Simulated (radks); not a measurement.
Numerical settings for the zirconium ion Zr+, [Kr] 4d2 5s1. Method: Dirac Kohn-Sham, BLYP, spin-unpolarised, spherical densities, point nucleus; open shells fill j = l - 1/2 first; computed with a radial shooting solver on a logarithmic mesh with Libxc functionals. The defaults (mesh step 0.008 in ln r, mesh end at 40 bohr or more with all orbitals vanishing there, Anderson mixing 0.5 over 9 steps, residual threshold near 1e-9 with the energy settled to 1e-9 hartree or 1e-11 of itself, here a cap of 91 iterations) give E = -3599.2143 hartree and 4d3/2 at -9.908 eV in 14 iterations. Run on one thread of a shared host, so times are rough (Arm Neoverse V1): 0.14 s of CPU time, 0.14 s wall, 14 iterations on 2602 mesh points. Changes against that run (0 stands for a change within the tolerance of the run):

[
 {"setting": "mesh step in ln r 0.05", "iterations": "14", "converged": "yes", "E (mhartree)": "+0.00793", "e(4d3/2) (meV)": "-0.00412", "CPU (s)": "0.03"},
 {"setting": "mesh step in ln r 0.03", "iterations": "14", "converged": "yes", "E (mhartree)": "+0.000404", "e(4d3/2) (meV)": "0", "CPU (s)": "0.05"},
 {"setting": "mesh step in ln r 0.12", "iterations": "2", "converged": "no", "E (mhartree)": "diverged", "e(4d3/2) (meV)": "-", "CPU (s)": "0.02"},
 {"setting": "mesh end (bohr) 5", "iterations": "13", "converged": "yes", "E (mhartree)": "+111", "e(4d3/2) (meV)": "+2e+03", "CPU (s)": "0.12"},
 {"setting": "mesh end (bohr) 1", "iterations": "91", "converged": "level above zero", "E (mhartree)": "+1.57e+05", "e(4d3/2) (meV)": "+4.27e+05", "CPU (s)": "0.82"},
 {"setting": "residual threshold 1e-16", "iterations": "91", "converged": "no", "E (mhartree)": "0", "e(4d3/2) (meV)": "0", "CPU (s)": "0.4"},
 {"setting": "residual threshold 0.001", "iterations": "9", "converged": "yes", "E (mhartree)": "0", "e(4d3/2) (meV)": "-2", "CPU (s)": "0.11"},
 {"setting": "mixing 0.01", "iterations": "22", "converged": "yes", "E (mhartree)": "0", "e(4d3/2) (meV)": "0", "CPU (s)": "0.2"},
 {"setting": "linear mixing, mixing 0.05", "iterations": "91", "converged": "no", "E (mhartree)": "+0.00504", "e(4d3/2) (meV)": "-33.9", "CPU (s)": "0.68"},
 {"setting": "linear mixing, mixing 0.8", "iterations": "41", "converged": "yes", "E (mhartree)": "0", "e(4d3/2) (meV)": "0", "CPU (s)": "0.31"},
 {"setting": "mixing history 2", "iterations": "17", "converged": "yes", "E (mhartree)": "0", "e(4d3/2) (meV)": "0", "CPU (s)": "0.15"},
 {"setting": "iteration cap 5", "iterations": "5", "converged": "no", "E (mhartree)": "+0.0187", "e(4d3/2) (meV)": "+25.1", "CPU (s)": "0.06"}
]

Settled on a wrong energy, with an occupied level pushed above zero by the early mesh end: mesh end (bohr) 1 (+157 hartree). Apart from these: settings that end as converged yet miss the energy by more than 1 mhartree: mesh end (bohr) 5 (+0.111 hartree). A mesh that ends early acts as a hard wall.
